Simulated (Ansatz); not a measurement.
Reactions of `N[SiH](F)CCl`.

Gas-phase electronic energies from Ansatz, PBE0-D4/def2-TZVP geometries. CCSD(T)/CBS adds triple-zeta CCSD(T) − MP2 to the extrapolated MP2 energy (def2 sets, frozen cores). This one scheme is used for every species. Double bonds are as drawn, so ΔE can hold a change between cis and trans. DFT in def2-TZVPP. B3LYP here is the variant with VWN-RPA as its local correlation; programs differ in this. Elements past krypton have def2 core potentials. For Sn outer-core shells are correlated without core-valence functions, which leaves a few kJ/mol of doubt a bond. Each species was taken in one conformer, which may not be the lowest.

```tsv
reaction	CCSD(T)/CBS(def2) (kJ/mol)
`N[SiH](F)CCl` + `C=N[SiH](O)F` → `C=N[SiH](F)CCl` + `N[SiH](O)F`	-2
`N[SiH](F)CCl` + H₂O → `N[SiH](O)F` + `CCl`	?
`N[SiH](F)CCl` + `CC/C(O)=C/F` → `C[SiH](F)CCl` + `NC/C(O)=C\F`	100
`N[SiH](F)CCl` + `N=C=C(O)O` → `N[SiH](O)CCl` + `N=C=C(O)F`	?
`N[SiH](F)CCl` + HCl → `N[SiH](F)Cl` + `CCl`	-110
`N[SiH](F)CCl` + SiH₄ → `N[SiH]([SiH3])CCl` + H–F	158
`N[SiH](F)CCl` + H₂O → `N[SiH](O)CCl` + H–F	40
`N[SiH](F)CCl` + `CC[O][SnH3]` → `N[SiH](F)[O][SnH3]` + `CCCCl`	-200
`N[SiH](F)CCl` + PH₃ → `N[SiH](F)P` + `CCl`	?
`N[SiH](F)CCl` + `NCBO` → `O[SiH](F)CCl` + `NBCN`	-21
```

Q: Fill in the missing values. (Estimate.)

A: Computed: `N[SiH](F)CCl` + H₂O → `N[SiH](O)F` + `CCl`: -117.8 kJ/mol; `N[SiH](F)CCl` + `N=C=C(O)O` → `N[SiH](O)CCl` + `N=C=C(O)F`: +52.5 kJ/mol; `N[SiH](F)CCl` + PH₃ → `N[SiH](F)P` + `CCl`: -24.6 kJ/mol.

Largest T1 diagnostic: 0.014, for `N=C=C(O)O`.
